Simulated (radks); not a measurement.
Question: Ca3+, 17 electrons, occupied as [Ne] 3s2 3p5. All-electron calculation, scalar-relativistic Kohn-Sham, PBEsol, spin-polarised, spherical densities, finite nucleus; open shells are filled with parallel spins first; Fermi nuclear charge, rms radius 3.4776 fm. Program: a radial shooting solver on a logarithmic mesh with Libxc functionals. Some entries of the table are withheld. Estimate them.

orbital,occ.,eigenvalue (eV),<r^2> (bohr^2),<r> (bohr)
1s up,1,-3980.791,0.007957,0.07691
1s down,1,-3980.471,0.007956,0.07691
2s up,1,-449.4843,0.1573,0.3645
2s down,1,-449.1999,0.1572,0.3644
2p up,3,-370.3732,0.1329,0.3277
2p down,3,-369.9765,0.1328,0.3276
3s up,1,-79.8514,1.446,1.123
3s down,1,-78.4354,1.455,1.126
3p up,3,(1),1.686,1.203
3p down,2,(2),1.705,1.209

Answer: 
(1) 3p up eigenvalue (eV): -60.2167
(2) 3p down eigenvalue (eV): -58.8647
